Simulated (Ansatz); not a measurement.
CH2N2Si, SMILES `N#C[Si]N` (excited triplet) (charge 0, multiplicity 3). This triplet is an excited state, 2.00 eV above the relaxed singlet at the level B3LYP/cc-pVTZ // PBE0-D3(BJ)/def2-TZVP (Ansatz, a quantum-chemistry and plane-wave program).

Method: frozen-core fic-MRCISD+Q@CASSCF(2e,2o)/cc-pVTZ // PBE0-D3(BJ)/def2-TZVP (Ansatz).

Ansatz 0.2 input:
```yaml
crystal:
  periodic: [false, false, false]
  atoms:
    - { symbol: N, position_ang: [2.825858, -0.440517, 0.210231] }
    - { symbol: C, position_ang: [1.772532, 0.030838, 0.103762] }
    - { symbol: Si, position_ang: [0.181308, 0.884794, -0.070019] }
    - { symbol: N, position_ang: [-1.226393, -0.079823, -0.066394] }
    - { symbol: H, position_ang: [-1.726482, -0.273937, -0.9202] }
    - { symbol: H, position_ang: [-1.826825, -0.121355, 0.742621] }
basis:
  gaussian: { orbitals: cc-pVTZ }
correlation:
  method: fic_mrcisd_q
  active_space: { window: { electrons: 2, orbitals: 2 } }
magnetization:
  spin_polarized: false
  initial_magnetization: 2
```

Output:

```
Functional definition: HF
904 factors; integrals over basis functions are off by at most 1.4e-3 eV
mean field evaluation 1: about -11882.5796 eV, gradient 4.0e1 eV
mean field evaluation 2: about -11882.5904 eV, gradient 4.0e1 eV
mean field evaluation 4: about -11887.7312 eV, gradient 6.6e0 eV
mean field evaluation 8: about -11888.0954 eV, gradient 3.3e-1 eV
mean field -11888.09633569 eV, -436.8794822954 hartree, gradient 6.7e-6 eV, S^2 2.000000; 0 other end points of the search recorded, 0 dependent functions left out
reference -11888.09633569 eV, -436.8794822954 hartree; 19, 17 occupied and 133, 135 virtual orbitals, 904 factors
state -11888.09633569 eV, -436.8794822954 hartree
contracted CI cycle   1: correlation 0.00000000 eV, 0.0000000000 hartree, residual 4.38e1 eV
contracted CI cycle   2: correlation -14.51620223 eV, -0.5334605924 hartree, residual 6.92e0 eV
contracted CI cycle   3: correlation -14.97031008 eV, -0.5501487484 hartree, residual 1.24e0 eV
contracted CI cycle   4: correlation -14.98704648 eV, -0.5507637995 hartree, residual 3.10e-1 eV
contracted CI cycle   5: correlation -14.98820854 eV, -0.5508065044 hartree, residual 8.46e-2 eV
contracted CI cycle   6: correlation -14.98829056 eV, -0.5508095185 hartree, residual 2.36e-2 eV
contracted CI cycle   7: correlation -14.98829721 eV, -0.5508097631 hartree, residual 6.62e-3 eV
contracted CI cycle   8: correlation -14.98829770 eV, -0.5508097811 hartree, residual 1.67e-3 eV
contracted CI cycle   9: correlation -14.98829773 eV, -0.5508097822 hartree, residual 4.01e-4 eV
state -11888.09633569 eV, -436.8794822954 hartree; corrected -11905.47028561 eV, -437.5179631787 hartree
Total energy: -11905.47028561 eV, -437.5179631787 hartree
```
